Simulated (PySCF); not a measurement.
## Stretching RhN

Set-up: basis Rh def2-TZVPP with ECP28, N def2-TZVPP; scalar-relativistic core potentials; PySCF 2.14. Energies in eV from Rh (4d8 5s1) + N in their ground configurations at the same level. State: ³Π (triplet), unpaired electrons σ ↑, π ↑.

All columns are PBE0. A positive dipole means Rh(−)N(+).

```csv
R (Å),E (eV),μ (D),Mulliken charge on Rh (basis-dependent),HOMO (eV),LUMO (eV),Mayer bond order,⟨S²⟩
1.388,-1.339,-1.06,0.42,-5.30,-2.89,2.82,2.00
1.453,-2.390,-1.54,0.42,-5.56,-2.96,2.77,2.00
1.517,-2.968,-1.98,0.40,-5.79,-3.03,2.74,2.00
1.566,-3.171,-2.29,0.37,-5.88,-3.13,2.72,2.01
1.614,-3.225,-2.57,0.34,-5.92,-3.22,2.70,2.01
1.662,-3.167,-2.82,0.32,-5.96,-3.30,2.67,2.01
1.727,-2.968,-3.09,0.29,-6.00,-3.37,2.56,2.06
1.808,-2.650,-3.28,0.26,-6.05,-3.23,2.20,2.31
1.905,-2.270,-3.38,0.25,-6.12,-3.01,1.81,2.56
2.034,-1.799,-3.42,0.24,-6.23,-2.98,1.42,2.77
```

The metal atom is held in its measured ground configuration; semilocal functionals can put another filling of s and d lower by some tenths of an eV, and De to that atom would be smaller. ⟨S²⟩ of the unrestricted solution departs from its pure value on part of the curve, where spin states mix. These are scalar-relativistic numbers at best; spin–orbit coupling would shift them, the dissociation energy most. With d or f electrons several states lie close, and the lowest PBE0 determinant need not be the measured ground state.
